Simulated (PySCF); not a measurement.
Au³⁺ (gold, charge +3): PW91 calculation

Configuration: [Xe] 4f14 5d8, high-spin 3F determinant. Calculation: PySCF 2.14, in aug-cc-pwCVTZ-PP with ECP60MDF (8s8p7d4f3g, 122 functions); scalar relativity through the core potential.

| Item | Value |
| --- | --- |
| Total energy | -133.4609 hartree |
| One-electron energy | -214.9559 hartree |
| Hartree (Coulomb) energy | 93.3021 hartree |
| Exchange-correlation energy | -11.8071 hartree |
| ⟨S²⟩ | 2.0006 |
| ⟨L²⟩ | 12.009 |
| Sum of ⟨r⟩ | 20.06 bohr |
| Sum of ⟨r²⟩ | 29.00 bohr² |

```tsv
shell	electrons	mean orbital energy (hartree)	spread (hartree)	rms radius, mean of both spins (bohr)
5s α	1	-5.31237	0	0.991
5s β	1	-5.26132	0	0.991
5p α	3	-3.54492	0	1.14
5p β	3	-3.48611	0	1.14
5d α	5	-1.52078	0.03790	1.55
5d β	3	-1.47355	0	1.55
```

Energies and moments cover only the electrons outside the core potential. Spin-orbit coupling, absent here, splits the open shell strongly.
